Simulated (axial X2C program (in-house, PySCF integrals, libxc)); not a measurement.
## Outer orbitals of SeS at 2.033 Å, PW91

All values were computed with an in-house all-electron X2C program for linear molecules (integrals from PySCF). Spin-free means the one-electron spin-free X2C Hamiltonian; two-component (2c) means X2C with spin–orbit coupling and atomic mean-field two-electron Coulomb and Gaunt terms, so the difference of the two also holds small scalar two-electron terms. Basis: Se dyall-cv4z [10s10p7d5f3g], S dyall-av4z [10s9p4d3f2g] (cores contracted in-house); Gaussian nuclei, density fitting, unrestricted open shells. Masses: Se 79.917 u, S 31.972 u.

The distance is close to the 2c PBE0 minimum; the highest filled and lowest empty levels are listed.

Spin-free orbitals, state M_S = 1, Λ = 0 (beyond evenly filled blocks: π+α, π-α) (Löwdin shares):

```
symmetry  occupied  ε (eV)             atomic character
      σα       yes  -20.48    38% S s, 38% Se s, 8% S p
      σβ       yes  -19.91    37% S s, 36% Se s, 9% S p
      σα       yes  -15.96  39% S s, 31% Se s, 10% Se p
      σβ       yes  -14.98  38% S s, 31% Se s, 11% Se p
      σα       yes   -9.55    46% S p, 40% Se p, 7% S s
      σβ       yes   -9.09    46% S p, 38% Se p, 8% S s
     π-α       yes   -8.71    52% S p, 40% Se p, 3% S d
     π+α       yes   -8.71    52% S p, 40% Se p, 3% S d
     π-β       yes   -7.84    51% S p, 40% Se p, 4% S d
     π+β       yes   -7.84    51% S p, 40% Se p, 4% S d
     π-α       yes   -5.75    40% Se p, 39% S p, 8% S d
     π+α       yes   -5.75    40% Se p, 39% S p, 8% S d
     π-β        no   -4.57    39% S p, 39% Se p, 9% S d
     π+β        no   -4.57    39% S p, 39% Se p, 9% S d
      σα        no   -1.76  31% Se p, 29% S p, 15% Se d
      σβ        no   -1.35  31% Se p, 28% S p, 15% Se d
```

Spinors with spin–orbit coupling (state Ω = 1):

| ω | occupied | ε (eV) | atomic character | λ mixture |
| --- | --- | --- | --- | --- |
| 1/2 | yes | -20.48 | 38% S s, 38% Se s, 8% S p | 100% σ |
| -1/2 | yes | -19.91 | 37% S s, 37% Se s, 9% S p | 100% σ |
| 1/2 | yes | -15.96 | 39% S s, 31% Se s, 10% Se p | 100% σ |
| -1/2 | yes | -14.98 | 38% S s, 31% Se s, 11% Se p | 100% σ |
| 1/2 | yes | -9.56 | 46% S p, 40% Se p, 7% S s | 100% σ |
| -1/2 | yes | -9.11 | 45% S p, 39% Se p, 8% S s | 96% σ, 4% π |
| -1/2 | yes | -8.76 | 51% S p, 41% Se p, 3% S d | 96% π, 4% σ |
| 3/2 | yes | -8.64 | 53% S p, 39% Se p, 3% S d | 100% π |
| 1/2 | yes | -7.91 | 50% S p, 41% Se p, 4% S d | 100% π |
| -3/2 | yes | -7.78 | 52% S p, 39% Se p, 3% S d | 100% π |
| -1/2 | yes | -5.83 | 41% S p, 38% Se p, 8% S d | 100% π |
| 3/2 | yes | -5.67 | 41% Se p, 38% S p, 9% S d | 100% π |
| 1/2 | no | -4.64 | 41% S p, 38% Se p, 8% S d | 100% π |
| -3/2 | no | -4.48 | 40% Se p, 38% S p, 9% S d | 100% π |
| 1/2 | no | -1.75 | 31% Se p, 29% S p, 16% Se d | 100% σ |
| -1/2 | no | -1.35 | 31% Se p, 28% S p, 16% Se d | 100% σ |

How does the gap between the highest filled and lowest empty level change from the spin-free to the 2c table?

From 1.18 to 1.03 eV at PW91, a change of -0.15 eV.

Mulliken charges and populations of the two-component result (they depend on the basis, above all on diffuse functions):

Se 0.08 e (s 7.91 p 15.86 d 10.12 f 0.02), S -0.08 e (s 5.87 p 10.03 d 0.14 f 0.03). ⟨Lz⟩ = 0.00 ħ and ⟨Sz⟩ = 1.00 ħ (0.55 and 0.45 on the two atoms), which add up to Ω.

Occupations by symmetry block were frozen at the best pattern of an incomplete PBE0 search. Density functionals use the spin component along the axis (collinear). Other states lie close and PBE0, whose exact exchange favours high spin, may order them wrongly; the determinant shown need not be the ground state. The nearest other spin-free determinant of the search, M_S = 0, Λ = 2, lies 0.67 eV up at the distance of the search. With several unpaired electrons one determinant need not be a pure state. Open-shell Ω = 0 determinants with evenly filled partner blocks cannot be reached by this program, so the Ω shown need not be the lowest component. This is the Ω = 1 component of a π² triplet; the 0⁺ component is not one determinant and can lie lowest.
